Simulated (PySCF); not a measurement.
```xyz
4
charge 0 multiplicity 3, angstrom
Pt   -0.0433    0.0000   -0.1031
O    -1.7558    0.0000   -0.4372
F     0.0184    0.0000    1.7722
F     1.8244    0.0000   -0.3608
```

These are results of UPBE0/[Pt def2-SVP with ECP60, O def2-SVP, F def2-SVP], scalar-relativistic core potentials, density fitting, no spin–orbit coupling, PySCF, not measurements.

This geometry of PtOF2 is a stationary point at this level.

What is the point group?

Cs.

Is it a minimum?

Yes: all harmonic wavenumbers are real.

What are the dipole moment and the gap between the highest occupied and lowest empty levels of either spin?

2.13 D and 3.92 eV.

Give the atomic charges and bond orders.


```json
{"atom": "Pt1", "Mulliken": "0.91", "Löwdin": "0.37", "polar tensor": "1.24", "spin (Mulliken)": "0.77", "Mayer order to Pt1": "–"}
{"atom": "O2", "Mulliken": "-0.24", "Löwdin": "-0.02", "polar tensor": "-0.27", "spin (Mulliken)": "1.06", "Mayer order to Pt1": "1.70"}
{"atom": "F3", "Mulliken": "-0.30", "Löwdin": "-0.14", "polar tensor": "-0.38", "spin (Mulliken)": "0.02", "Mayer order to Pt1": "0.96"}
{"atom": "F4", "Mulliken": "-0.37", "Löwdin": "-0.20", "polar tensor": "-0.59", "spin (Mulliken)": "0.15", "Mayer order to Pt1": "0.85"}
```

Only a few start shapes were tried, so a lower isomer may exist. Other spin states or occupations of the open shell can lie lower. At this level a triplet minimum of C2v symmetry lies 5 kJ/mol below this structure. Spin–orbit coupling, left out here, can matter for elements this heavy.
